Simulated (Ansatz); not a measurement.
`C[BH][GaH2]` + `C=N` → `C=[N][GaH2]` + `BC` at 400 K and 1 bar (cleavage of the Ga–B bond).

Isolated molecules relaxed with PBE0-D4/def2-TZVP in Ansatz; ΔE leaves out vibrations. CBS: MP2 limit from def2 TZ/QZ plus the TZ coupled-cluster correction, frozen cores. This one scheme is used for every species. For Ga outer-core shells are correlated without core-valence functions, which leaves a few kJ/mol of doubt a bond. Scalar relativity is left out up to krypton.

```
      species  CCSD(T)/CBS energy (Eh)  H − E (kJ/mol)  S (J/(mol·K))
`C[BH][GaH2]`              -1990.35208           188.3          348.0
        `C=N`                -94.52360           119.4          238.9
`C=[N][GaH2]`              -2019.05960           136.7          323.9
         `BC`                -65.83255           164.9          265.6
```

H − E and S are ideal-gas, rigid-rotor, harmonic terms from PBE0-D4/def2-TZVP, for one conformer and one mirror image of each species. 1 Eh = 2625.50 kJ/mol, R = 8.31446 J/(mol·K).

Q: By hand: ΔE, ΔH, ΔS and ΔG.

A: ΔE = (-2019.05960) + (-65.83255) − (-1990.35208) − (-94.52360) = -0.01647 Eh = -43.2 kJ/mol. Δ(H − E) = 136.7 + 164.9 − 188.3 − 119.4 = -6.1, so ΔH = -49.3 kJ/mol. ΔS = 323.9 + 265.6 − 348.0 − 238.9 = 2.6 J/(mol·K). ΔG = -49.3 − 400 × (2.6)/1000 = -50.3 kJ/mol.

Q: By hand: the equilibrium constant, and the temperature at which ΔG would vanish if ΔH and ΔS stayed fixed.

A: log₁₀ K = −ΔG/(RT ln 10) = 6.6. ΔH and −TΔS have one sign here, so there is no such temperature.

The number of gas molecules stays the same, so ΔS is small and ΔH decides. A doubt of 5 kJ/mol in ΔE shifts log₁₀ K by 0.7 here. Other conformers and mirror images would add mixing entropy, several J/(mol·K) or more a flexible species. These are equilibria of isolated gas molecules and say nothing of rates. Largest T1 diagnostic: 0.017 (customary marks: 0.02 for closed shells, 0.045 for open ones).

ΔS is within the doubt of such terms, so its sign, and with it that verdict, could turn.
